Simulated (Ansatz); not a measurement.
Cartesian coordinates (Å):
```xyz
11

Zr     0.3023     0.2998     0.2703
F      0.0306     0.5326     2.1635
F      1.5229     1.5131    -0.5942
F     -1.1811    -0.3529    -0.7713
F      1.3882    -1.2824     0.2957
C     -2.6171     4.4419     0.2338
C     -1.7747     3.2577     0.2354
N     -1.0981     2.3082     0.2372
H     -3.6632     4.1613    -0.0032
H     -2.2548     5.1624    -0.5269
H     -2.5902     4.9252     1.2312
```
Charge 0, spin multiplicity 1.

Calculation: frozen-core CCSD(T)/def2-TZVPP // BP86-D3(BJ)/def2-SVP (Ansatz, an electronic-structure program).

```json
{
  "HF energy": "-576.81992 Ha",
  "MP2 correlation energy": "-1.87151 Ha"
}
```

**Question.** Estimate the CCSD correlation energy, the (T) correction, the total energy and the T1 diagnostic.

**Answer.** 
```yaml
CCSD correlation energy: -1.87263 Ha
"(T) correction": -0.07217 Ha
CCSD(T) total energy: -578.76472 Ha
T1 diagnostic: 0.017
```
